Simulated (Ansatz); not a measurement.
Two isomers of C2H8O2Si: A = `COC[SiH2]O`, B = `CC(O)[SiH2]O`.

Calculated with Ansatz (gas phase, PBE0-D4/def2-TZVP geometries, no zero-point term in ΔE). CCSD(T)/CBS is the MP2 limit (def2-TZVPP, def2-QZVPP) plus CCSD(T) − MP2 in def2-TZVPP, frozen cores. DFT in def2-TZVPP. B3LYP here is the variant with VWN-RPA as its local correlation; programs differ in this. Each species was taken in one conformer, which may not be the lowest.

A:

```xyz
13

C    -0.010    0.855   -1.565
O     0.925    0.659   -0.537
C     0.333    0.669    0.756
Si   -0.482   -1.006    1.127
O     0.507   -2.149    0.472
H    -0.781    0.073   -1.580
H    -0.511    1.828   -1.465
H     0.534    0.832   -2.510
H     1.152    0.824    1.465
H    -0.352    1.522    0.868
H    -1.850   -1.105    0.546
H    -0.588   -1.215    2.594
H     1.123   -1.787   -0.171
```

B:

Z-matrix (Å, degrees):
```
C
C 1 1.513
H 1 1.093 2 111.1
H 1 1.093 2 110.5 3 -120.0
H 1 1.092 2 110.5 3 119.9
O 2 1.442 1 107.1 3 62.4
Si 2 1.892 1 113.5 3 -54.0
H 2 1.099 1 108.9 3 -178.8
H 6 0.961 2 108.4 1 166.1
O 7 1.647 2 108.6 1 60.9
H 7 1.495 2 106.7 1 -179.1
H 7 1.485 2 114.0 1 -58.0
H 10 0.961 7 114.3 2 41.5
```

Which is lower in electronic energy at CCSD(T)/CBS, and by how much? (Estimate.)

Computed: B, by 53.5 kJ/mol.

Give E(B) − E(A) in kJ/mol with B3LYP-D4, CCSD(T)/def2-SVP, LDA (SPW92), r2SCAN-D4, ωB97M-V, B2PLYP, BLYP-D4. (Best estimate.)

Ansatz gave: B3LYP-D4 -45.9, CCSD(T)/def2-SVP -47.7, LDA (SPW92) -50.4, r2SCAN-D4 -50.0, ωB97M-V -50.8, B2PLYP -48.5, BLYP-D4 -44.5. None reverses the order clearly.

Does the order hold for the free energy at 298.15 K (harmonic terms from PBE0-D4)? (Best estimate.)

Ansatz gave: Yes: G(B) − G(A) = -51.9 kJ/mol, for one conformer each. Modes under 60 cm⁻¹, often nearly free rotors, make the harmonic entropy too high.

Largest T1 diagnostic: 0.011.

In def2-TZVPP, CCSD(T) changes the Hartree–Fock value by −8.1 kJ/mol (the triples alone add −0.4 kJ/mol) and MP2 by −12.7 kJ/mol. At CCSD(T), def2-SVP lies +5.8 kJ/mol from the extrapolated value and def2-TZVPP +2.6 kJ/mol.
